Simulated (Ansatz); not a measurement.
CH5NSi, SMILES `N[C][SiH3]` (lower singlet) (charge 0, multiplicity 1). This singlet lies 1.14 eV below the relaxed triplet at the level frozen-core CCSD(T)/cc-pVTZ // PBE0-D3(BJ)/def2-TZVP (Ansatz, a first-principles code).

Cartesian coordinates (Å):
SMILES: [SiH3][C]N
```xyz
8

N      1.5056     0.2685     0.2498
C      0.4687    -0.2061     0.8623
Si    -1.1361    -0.2345    -0.1033
H      2.4062     0.3119     0.7183
H      1.5300     0.6287    -0.7089
H     -2.1285     0.5708     0.6548
H     -1.0501     0.3067    -1.5048
H     -1.5958    -1.6461    -0.1682
```
Charge 0, spin multiplicity 1.

Frozen-core energies in 6-31g from Ansatz at a geometry from PBE0-D3(BJ)/def2-TZVP; the HF reference has <S^2> = 0.00 (restricted, and unstable towards unrestricted orbitals) and the T1 diagnostic is 0.019.

```
level  energy (Ha)
-----  -----------
HF      -383.96132
MP2     -384.20107
CCSD    -384.23851
```

Estimate the energies of CCSD(T), CCSDT and CCSDT(Q), and give each level's difference from CCSDT(Q).


| level | energy (Ha) | difference from CCSDT(Q) (mHa) |
|---|---|---|
| MP2 | -384.20107 | 46.21 |
| CCSD | -384.23851 | 8.77 |
| CCSD(T) | -384.24585 | 1.43 |
| CCSDT | -384.24669 | 0.59 |
| CCSDT(Q) | -384.24728 | 0.00 |
